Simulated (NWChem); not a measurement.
CH4FNSi2; SMILES [SiH2]1[Si@@H](F)C=N1

```xyz
9

F     -0.3236    -2.2137    -0.5549
Si    -0.0001    -0.9097     0.3688
C      1.4454     0.2519    -0.0953
N      0.9742     1.4496    -0.1131
Si    -0.8221     1.2440    -0.0099
H      0.1036    -1.4185     1.7715
H      2.5288     0.0801    -0.2434
H     -1.4737     2.0814     1.0409
H     -1.4507     1.5370    -1.3302
```
Atoms are numbered in this order, from 1.

Program: NWChem. Pople sets run with spherical d functions. Structure relaxed at the PBE0/def2-SVP level. Vzz is the largest principal value of the second derivative of the potential at the nucleus (NWChem prints the opposite sign); η is the asymmetry. Non-relativistic.

| level | Vzz N4 (a.u.) | η N4 |
|---|---|---|
| PBE0/6-31G* | -0.916 | 0.93 |
| PBE0/def2-SVP | -0.952 | 0.95 |
| CAM-B3LYP/def2-SVP | -1.004 | 0.95 |
| CAM-B3LYP/6-31G* | ? | 0.93 |

Q: Some entries are withheld; supply them.

A: 
- CAM-B3LYP/6-31G*, Vzz N4 (a.u.): -0.965
